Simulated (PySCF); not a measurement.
BBr₂H. Atoms are numbered in the order given.

```xyz
4

B      0.0000     0.0000    -0.8405
H      0.0000     0.0000    -2.0326
Br     0.0000    -1.6595     0.0891
Br     0.0000     1.6595     0.0891
```
Charge 0, spin multiplicity 1.

Geometry optimised at PBE-D3(BJ)/def2-TZVP.

Calculation: TDA-LC-ωPBE/def2-SVPD in PySCF.

Vertical excitations. The molecule is in vacuum. State labels are in the subgroup C2v.

```json
[
 {"state": "S1", "symmetry": "B1", "energy (eV)": "5.31", "λ (nm)": "234", "f": "0.000", "main pairs": "HOMO−1→LUMO 98 %"},
 {"state": "S2", "symmetry": "A2", "energy (eV)": "5.35", "λ (nm)": "232", "f": "0.000", "main pairs": "HOMO→LUMO 99 %"},
 {"state": "S3", "symmetry": "B2", "energy (eV)": "6.31", "λ (nm)": "196", "f": "0.208", "main pairs": "HOMO−2→LUMO 93 %"},
 {"state": "S4", "symmetry": "A1", "energy (eV)": "7.51", "λ (nm)": "165", "f": "0.040", "main pairs": "HOMO−3→LUMO 90 %"},
 {"state": "S5", "symmetry": "A2", "energy (eV)": "7.87", "λ (nm)": "158", "f": "0.000", "main pairs": "HOMO−4→LUMO 96 %"},
 {"state": "S6", "symmetry": "B2", "energy (eV)": "8.07", "λ (nm)": "154", "f": "0.066", "main pairs": "HOMO→LUMO+1 33 %, HOMO→LUMO+4 16 %, HOMO−1→LUMO+2 16 %, HOMO→LUMO+3 10 %"},
 {"state": "S7", "symmetry": "B1", "energy (eV)": "8.14", "λ (nm)": "152", "f": "0.001", "main pairs": "HOMO−5→LUMO 96 %"},
 {"state": "S8", "symmetry": "A1", "energy (eV)": "8.22", "λ (nm)": "151", "f": "0.058", "main pairs": "HOMO−1→LUMO+1 30 %, HOMO→LUMO+2 20 %, HOMO−1→LUMO+4 13 %, HOMO−1→LUMO+3 12 %"},
 {"state": "S9", "symmetry": "A2", "energy (eV)": "8.36", "λ (nm)": "148", "f": "0.000", "main pairs": "HOMO−2→LUMO+1 36 %, HOMO−2→LUMO+8 18 %, HOMO−2→LUMO+4 17 %, HOMO−2→LUMO+3 12 %"},
 {"state": "S10", "symmetry": "B2", "energy (eV)": "8.60", "λ (nm)": "144", "f": "0.022", "main pairs": "HOMO→LUMO+1 35 %, HOMO→LUMO+4 23 %, HOMO→LUMO+3 21 %, HOMO→LUMO+10 8 %"},
 {"state": "T1", "symmetry": "B1", "energy (eV)": "4.90", "λ (nm)": "253", "f": "0", "main pairs": "HOMO−1→LUMO 94 %"},
 {"state": "T2", "symmetry": "A2", "energy (eV)": "5.16", "λ (nm)": "240", "f": "0", "main pairs": "HOMO→LUMO 98 %"},
 {"state": "T3", "symmetry": "B2", "energy (eV)": "5.24", "λ (nm)": "237", "f": "0", "main pairs": "HOMO−2→LUMO 98 %"},
 {"state": "T4", "symmetry": "A1", "energy (eV)": "6.00", "λ (nm)": "207", "f": "0", "main pairs": "HOMO−3→LUMO 97 %"}
]
```
Triplets are in the Tamm–Dancoff approximation.
